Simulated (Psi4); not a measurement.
C₂H₈Si₂ (SMILES C1[SiH2]C[SiH2]1), singlet, geometry from GFN2-xTB; Psi4 1.11 with HF/def2-TZVPP.

The Psi4 input:
```
memory 2 GB

molecule {
0 1
  C     0.25209438    0.38514971    1.24640713
  Si    1.34551195   -0.26633688   -0.18984983
  C    -0.25362570   -0.39526463   -1.24292497
  Si   -1.34479007    0.27110514    0.18820832
  H     0.49999714    1.38792267    1.58498194
  H     0.25076462   -0.24475418    2.13240670
  H     2.32827527    0.69774529   -0.69174618
  H     2.00712496   -1.54626746    0.07700294
  H    -0.25648887    0.22053274   -2.13870826
  H    -0.50035246   -1.40385890   -1.56485572
  H    -1.98651303    1.55971117   -0.08540501
  H    -2.34372596   -0.67709734    0.68841186
}

set basis def2-tzvpp

energy('scf')
print_variables()
```

What the program printed (banner, timings and long lists left out):

```
   => Loading Basis Set <=

    Name: DEF2-TZVPP
    Role: ORBITAL
    Keyword: BASIS

         ---------------------------------------------------------
                                   SCF
               by Justin Turney, Rob Parrish, Andy Simmonett
                          and Daniel G. A. Smith
                              RHF Reference
         ---------------------------------------------------------

  ==> Geometry <==

    Molecular point group: c1
    Full point group: C1

    Geometry (in Angstrom), charge = 0, multiplicity = 1:

       Center              X                  Y                   Z               Mass
    ------------   -----------------  -----------------  -----------------  -----------------
         C            0.252084215676     0.385082577745     1.246430237883    12.000000000000
         SI           1.345501785676    -0.266404012255    -0.189826722117    27.976926534650
         C           -0.253635864324    -0.395331762255    -1.242901862117    12.000000000000
         SI          -1.344800234324     0.271038007745     0.188231427883    27.976926534650
         H            0.499986975676     1.387855537745     1.585005047883     1.007825032230
         H            0.250754455676    -0.244821312255     2.132429807883     1.007825032230
         H            2.328265105676     0.697678157745    -0.691723072117     1.007825032230
         H            2.007114795676    -1.546334592255     0.077026047883     1.007825032230
         H           -0.256499034324     0.220465607745    -2.138685152117     1.007825032230
         H           -0.500362624324    -1.403926032255    -1.564832612117     1.007825032230
         H           -1.986523194324     1.559644037745    -0.085381902117     1.007825032230
         H           -2.343736124324    -0.677164472255     0.688434967883     1.007825032230

  Running in c1 symmetry.

  Rotational constants: A =      0.25157  B =      0.12381  C =      0.09087 [cm^-1]
  Rotational constants: A =   7542.02769  B =   3711.63587  C =   2724.19258 [MHz]
  Nuclear repulsion =  217.220335948318933

  Charge       = 0
  Multiplicity = 1
  Electrons    = 48
  Nalpha       = 24
  Nbeta        = 24

  ==> Algorithm <==

  SCF Algorithm Type is DF.
  DIIS enabled.
  MOM disabled.
  Fractional occupation disabled.
  Guess Type is SAD.
  Energy threshold   = 1.00e-06
  Density threshold  = 1.00e-06
  Integral threshold = 1.00e-12

  ==> Primary Basis <==

  Basis Set: DEF2-TZVPP
    Blend: DEF2-TZVPP
    Number of shells: 98
    Number of basis functions: 258
    Number of Cartesian functions: 288
    Spherical Harmonics?: true
    Max angular momentum: 3

   => Loading Basis Set <=

    Name: (DEF2-TZVPP AUX)
    Role: JKFIT
    Keyword: DF_BASIS_SCF

  ==> Integral Setup <==

  SCF_SUBTYPE=INCORE selected. In-core MEM_DF algorithm will be used.
  Using in-core AOs.

  ==> MemDFJK: Density-Fitted J/K Matrices <==

    J tasked:                   Yes
    K tasked:                   Yes
    wK tasked:                   No
    Algorithm:                 Core
    Schwarz Cutoff:           1E-12
    Mask sparsity (%):       4.2005
    Fitting Condition:        1E-10

   => Auxiliary Basis Set <=

  Basis Set: (DEF2-TZVPP AUX)
    Blend: DEF2-UNIVERSAL-JKFIT
    Number of shells: 174
    Number of basis functions: 550
    Number of Cartesian functions: 648
    Spherical Harmonics?: true
    Max angular momentum: 4

  Minimum eigenvalue in the overlap matrix is 3.3536941668E-04.
  Reciprocal condition number of the overlap matrix is 4.1264632858E-05.
    Using symmetric orthogonalization.

  ==> Pre-Iterations <==

  SCF Guess: Superposition of Atomic Densities via on-the-fly atomic UHF (no occupation information).

   -------------------------
    Irrep   Nso     Nmo
   -------------------------
     A        258     258
   -------------------------
    Total     258     258
   -------------------------

  ==> Iterations <==

                           Total Energy        Delta E     RMS |[F,P]|

   @DF-RHF iter SAD:  -657.83770311940054   -6.57838e+02   0.00000e+00
   @DF-RHF iter   1:  -658.12203974562613   -2.84337e-01   2.18010e-03 ADIIS/DIIS
   @DF-RHF iter   2:  -658.25921998679746   -1.37180e-01   1.12960e-03 ADIIS/DIIS
   @DF-RHF iter   3:  -658.30444864359208   -4.52287e-02   1.77538e-04 ADIIS/DIIS
   @DF-RHF iter   4:  -658.30679762880322   -2.34899e-03   3.54424e-05 DIIS
   @DF-RHF iter   5:  -658.30690843483706   -1.10806e-04   7.70504e-06 DIIS
   @DF-RHF iter   6:  -658.30691373803654   -5.30320e-06   1.23430e-06 DIIS
   @DF-RHF iter   7:  -658.30691388657942   -1.48543e-07   4.19941e-07 DIIS
  Energy and wave function converged.

  ==> Post-Iterations <==

    Orbital Energies [Eh]
    ---------------------

    Doubly Occupied:

[...]
    Virtual:

[...]
    Final Occupation by Irrep:
              A
    DOCC [    24 ]
    NA   [    24 ]
    NB   [    24 ]

  @DF-RHF Final Energy:  -658.30691388657942

   => Energetics <=

    Nuclear Repulsion Energy =            217.2203359483189331
    One-Electron Energy =               -1342.0849213236369906
    Two-Electron Energy =                 466.5576714887385492
    Total Energy =                       -658.3069138865794230

Computation Completed

Properties will be evaluated at   0.000000,   0.000000,   0.000000 [a0]

Properties computed using the SCF density matrix

 Multipole Moments:

 ------------------------------------------------------------------------------------
     Multipole            Electronic (a.u.)      Nuclear  (a.u.)        Total (a.u.)
 ------------------------------------------------------------------------------------

 L = 1.  Multiply by 2.5417464519 to convert [e a0] to [Debye]
 Dipole X            :          0.0003507           -0.0009218           -0.0005712
 Dipole Y            :          0.0023164           -0.0060891           -0.0037728
 Dipole Z            :         -0.0007974            0.0020962            0.0012988
 Magnitude           :                                                    0.0040307

 ------------------------------------------------------------------------------------

  Variable Map:
  ----------------------------------------------------------------------------
[...]
  Array Variable Map:
  ----------------------------------------------------------------------------
[...]
[...]
```
